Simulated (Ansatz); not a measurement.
Consider the redistribution: `CB[NH][AlH][CH3]` + `[CH3][Al]([F])[CH2][SiH3]` → `C[BH][Al]([CH3])[F]` + `[CH3][AlH][NH]C[SiH3]`.

Program: Ansatz. Geometries: PBE0-D4/def2-TZVP. ΔE: electronic, gas phase. CBS: MP2 limit from def2 TZ/QZ plus the TZ coupled-cluster correction, frozen cores. DFT in def2-TZVPP. B3LYP here is the variant with VWN-RPA as its local correlation; programs differ in this. One conformer a species, not always the lowest.

CCSD(T)/CBS gives +64.9 kcal/mol.

Another level gave +65.6 kcal/mol. Which?
A. MP2/def2-TZVPP
B. HF/def2-TZVPP
C. B3LYP/def2-TZVPP
D. SCS-MP2/def2-TZVPP

D. SCS-MP2/def2-TZVPP 65.6, HF/def2-TZVPP 64.0, MP2/def2-TZVPP 67.7, B3LYP 63.0 kcal/mol.

Largest T1 diagnostic among the species: 0.012.

In def2-TZVPP, CCSD(T) changes the Hartree–Fock value by +0.8 kcal/mol (the triples alone add +0.3 kcal/mol) and MP2 by +3.7 kcal/mol. From PBE to PBE0 (25 % exact exchange), in def2-TZVPP and without D4, ΔE moves by +1.8 kcal/mol.
